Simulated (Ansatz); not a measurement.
Ni, charge +1, doublet (a state made from the parent by changing its charge; the spin is typed, not shown lowest); B3LYP/6-31G (Ansatz, a quantum-chemistry and plane-wave program).

The Ansatz input:
Ansatz 0.2 input:
```yaml
crystal:
  periodic: [false, false, false]
  atoms:
    - {symbol: Ni, position_ang: [0.00000000, 0.00000000, 0.00000000]}
basis:
  gaussian:
    orbitals: 6-31G
hamiltonian:
  xc: b3lyp
total_charge: 1
magnetization: {spin_polarized: false, initial_magnetization: 1}
```

### Question
Write the output that Ansatz gives for this input, abridged.

### Answer

```
Functional definition: B3LYP
187 factors; integrals over basis functions are off by at most 7.9e-5 eV
mean field evaluation 1: about -41006.3297 eV, gradient 1.4e2 eV
mean field evaluation 2: about -41006.3590 eV, gradient 1.4e2 eV
mean field evaluation 4: about -41017.7195 eV, gradient 9.4e1 eV
mean field evaluation 8: about -41022.5426 eV, gradient 4.3e1 eV
mean field evaluation 16: about -41026.9300 eV, gradient 1.4e-1 eV
mean field evaluation 32: about -41026.8770 eV, gradient 3.4e0 eV
mean field evaluation 64: about -40964.8008 eV, gradient 6.2e1 eV
mean field -41026.93218622 eV, -1507.7119487902 hartree, gradient 9.5e-7 eV, S^2 0.750000; 3 other end points of the search recorded, 0 dependent functions left out
reference -41026.93235714 eV, -1507.7119550712 hartree; 14, 13 occupied and 15, 16 virtual orbitals, 187 factors
Total energy: -41026.93235714 eV, -1507.7119550712 hartree
```
